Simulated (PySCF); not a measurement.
## Low-lying terms of Bi³⁺ (bismuth, charge +3)

Ground state [Xe] 4f14 5d10 6s2, ¹S. All numbers are calculated (PySCF 2.14, scalar relativity through the core potential, in aug-cc-pVDZ-PP with one added diffuse shell each of s, p, d type with ECP60MDF (6s5p4d, 41 functions)). Vertical excitation energies in eV without spin-orbit coupling; excited terms of each kind are numbered among those the solver found. Frozen: 5s2 5p6.

```
 term  leading excitation  EOM-EE-CCSD
1 3P°              6s → p       10.260
1 1P°              6s → p       14.110
 1 1D              6s → d       22.570
 1 3S              6s → s       23.577
 1 3D              6s → d       23.870
 1 1S              6s → s       24.203
2 3P°              5d → p       27.331
2 1P°              6s → p       27.901
1 1D°              5d → p       29.137
1 3D°              5d → p       29.201
 2 3S              6s → s       32.234
 2 3D              6s → d       32.363
 2 1S              6s → s       32.567
 2 1D              6s → d       32.717
```

The spin-orbit splitting of the hole, absent here, rivals or exceeds the spacing of these terms, so the LS terms are model states.

Only the lower part of the computed list is shown. Doubly excited terms such as np² are absent. The solver can miss terms.
